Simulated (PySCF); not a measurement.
Stretching NaTe

Set-up: PySCF, scalar-relativistic core potentials, basis sets Na def2-SVPD, Te def2-SVPD with ECP28. Energies in eV from Na + Te in their ground configurations at the same level. State: ²Π (doublet), unpaired electrons π ↑.

All columns are UHF. A positive dipole means Na(−)Te(+).

```
R (Å)  E (eV)   μ (D)  Mulliken charge on Na (basis-dependent)  HOMO (eV)  LUMO (eV)  Mayer bond order  ⟨S²⟩
2.426  -0.731   -8.07                                     0.83      -6.96      -0.23              0.33  0.76
2.539  -1.026   -8.43                                     0.82      -6.85      -0.29              0.35  0.76
2.652  -1.197   -8.80                                     0.80      -6.75      -0.35              0.39  0.76
2.736  -1.266   -9.09                                     0.77      -6.68      -0.40              0.43  0.76
2.821  -1.295   -9.39                                     0.75      -6.61      -0.45              0.46  0.76
2.906  -1.294   -9.70                                     0.73      -6.55      -0.50              0.49  0.76
3.018  -1.257  -10.11                                     0.72      -6.47      -0.56              0.51  0.76
3.159  -1.170  -10.65                                     0.70      -6.37      -0.65              0.52  0.76
3.329  -1.029  -11.30                                     0.70      -6.26      -0.75              0.52  0.77
3.554  -0.808  -12.15                                     0.71      -6.13      -0.89              0.50  0.78
```

A fit through these points gives, at Re = 2.859 Å, μ = -9.53 D and dμ/dR = -3.61 D/Å; the reduced mass is 19.53 u.

Q: How strong is the fundamental in the double-harmonic approximation, I = 42.26·(dμ/dR)²/μred km/mol?

A: I = 42.26·(-3.61)²/19.53 = 28.2 km/mol at UHF.

These are scalar-relativistic numbers at best; spin–orbit coupling would shift them, the dissociation energy most. Hartree–Fock leaves out correlation, which carries a large part of most bond energies and some tenths to 1 eV of ionisation energies. The state was picked by a PBE0 search and need not be the measured ground state.
